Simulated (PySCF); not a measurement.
How methods differ on the ionisation energy of Tm⁺

Tm⁺ [Xe] 4f13 6s1 [4f5/2^6 4f7/2^7 6s1/2^1, M_J = 4] → Tm²⁺ [Xe] 4f13 [4f5/2^6 4f7/2^7, M_J = 7/2], as a difference of total energies. Calculation: PySCF 2.14, in x2c-SVPall-2c (7s10p9d3f1g, 112 functions); the two-component X2C-1e Hamiltonian. Correlated levels: [Ar] 3d10 frozen; the 16 highest virtual spinors dropped. "Screened" scales the spin-orbit matrix elements by Boettger's factors to mimic the two-electron term; Breit and QED terms are absent.

```tsv
method	ionisation energy (eV)
GHF (spin-free)	11.087
GMP2 (spin-free)	11.806
GHF (screened spin-orbit)	11.090
GMP2 (screened spin-orbit)	11.808
```

Question: How much does correlation contribute at GMP2 (screened spin-orbit)?

Answer: 11.808 − (11.090) = 0.718 eV, measured against GHF (screened spin-orbit).

The spin-free rows relax to the high-spin LS determinant and lack the spin-orbit shift.

Errors of the correlated levels include the incompleteness of this basis and the frozen core.

The labels give the starting determinants; with spin-orbit coupling the two ends relaxed to ⟨J²⟩ = 20.01, ⟨L²⟩ = 12.11, ⟨S²⟩ = 2.10 and ⟨J²⟩ = 15.76, ⟨L²⟩ = 12.11, ⟨S²⟩ = 0.85.

For comparison: 12.065 ± 0.02 eV (semi-empirical (NIST evaluation); NIST Atomic Spectra Database, ionization energies).
